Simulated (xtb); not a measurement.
Si(H)(Br)(Me)(vinyl) (C3H7BrSi), SMILES C=C[SiH](C)Br. All values are semi-empirical tight-binding results from xtb (GFN2-xTB unless named), good for trends rather than for accurate numbers. Coordinates come from a GFN2-xTB optimisation. Other conformers were not sampled.

```
Item                                           Result
--------------------------------------  -------------
orbital gap                                   4.33 eV
zero-point energy                       55.1 kcal/mol
G − E(el) at 298.15 K (modified RRHO)   33.9 kcal/mol
static polarisability (D4 model)           85.2 bohr³
solvation energy, GFN2-xTB/ALPB(water)  -1.4 kcal/mol
solvation energy, GFN2-xTB/ALPB(thf)    -5.6 kcal/mol
```
